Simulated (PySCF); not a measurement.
This PySCF input asks for the NMR shieldings of SMILES C=C[C@H](C(=C)F)C(=O)[O-], [C₆H₆FO₂]-; the geometry comes from GFN2-xTB.

```python
import basis_set_exchange as bse
import numpy as np
from pyscf import gto, dft
from pyscf.prop import nmr

atoms = """
C    -2.190832   -0.814665   -0.409601
C    -1.087974   -0.440601    0.230878
C     0.168452   -0.052798   -0.420021
C     1.397615   -0.419716    0.278692
C     1.713867   -0.257851    1.557614
F     2.359245   -0.968433   -0.543465
C     0.075210    1.659222   -0.462770
O    -0.176052    2.066155   -1.580563
O     0.257712    2.186030    0.616591
H    -2.220738   -0.892419   -1.484328
H    -3.110389   -1.032020    0.111145
H    -1.100837   -0.350678    1.310078
H     0.201317   -0.358066   -1.467018
H     1.024399    0.215198    2.227109
H     2.684591   -0.531366    1.934572
"""
names = dict.fromkeys(["C", "F", "O", "H"], "pcSseg-1")
basis = {el: gto.basis.parse(bse.get_basis(n, elements=[el], fmt="nwchem")) for el, n in names.items()}
mol = gto.M(atom=atoms, basis=basis, charge=-1, verbose=0)
mf = dft.RKS(mol, xc="PBE0")
mf.grids.level = 2
mf.grids.alignment = dft.numint.BLKSIZE   # the property module wants whole blocks of grid points
mf.conv_tol = 1e-9
mf.kernel()

calc = nmr.RKS(mf)   # GIAO
C = mf.mo_coeff
Co = C[:, mf.mo_occ > 0]
resp = mf.gen_response(singlet=True, hermi=2)
def vind(x):   # induced exchange potential for any number of trial vectors
    d = np.einsum("pi,xij,qj->xpq", C, 2 * x.reshape(-1, C.shape[1], Co.shape[1]), Co, optimize=True)
    return np.einsum("xpq,pi,qj->xij", resp(d - d.transpose(0, 2, 1)), C, Co, optimize=True).ravel()
mo1, _ = nmr.rhf.solve_mo1(calc, with_cphf=vind)
sigma = calc.kernel(mo1)
for i, s in enumerate(sigma):   # ppm
    print("%2d %-2s %9.2f" % (i, mol.atom_pure_symbol(i), np.trace(s) / 3))
```

Task: What are the results?

Result: 
```
 0 C      85.89
 1 C      30.72
 2 C     113.09
 3 C       2.17
 4 C     105.06
 5 F     257.97
 6 C      25.79
 7 O      23.79
 8 O      44.22
 9 H      27.14
10 H      27.48
11 H      25.45
12 H      28.28
13 H      27.40
14 H      27.78
```

These numbers come from an equivalent density-fitted implementation of the same equations, which agrees with the script to about 0.01 ppm for H and up to a few tenths of a ppm for heavy atoms, so last digits may differ.

Task: Turn these shieldings into chemical shifts. Scale: 13C (σref 186.93) and 1H (σref 31.72) vs TMS; CFCl3 for 19F (σref 170.95); H2O for 17O (σref 336.08) (reference shieldings calculated alike).

Result: Averaging equivalent atoms: C 3: 184.8; C 6: 161.1; C 1: 156.2; C 0: 101.0; C 4: 81.9; C 2: 73.8; F 5: -87.0; O 7: 312.3; O 8: 291.9; H 11: 6.26; H 9: 4.58; H 13: 4.32; H 10: 4.24; H 14: 3.93; H 12: 3.44 ppm. Unscaled 19F shifts against computed CFCl3 carry errors that often reach 10 to 50 ppm. Unscaled 17O shifts of doubly bonded oxygen tend to come out too high, by tens of ppm or more. Experimental scales use liquid or dissolved standards, which lie at an offset from isolated H2O (liquid H2O: subtract about 36 ppm).

Size and cost of the density-fitted run: 183 basis functions, 29 s wall time on 1 thread of an Arm Neoverse V1, shared host; peak memory 0.82 GiB.
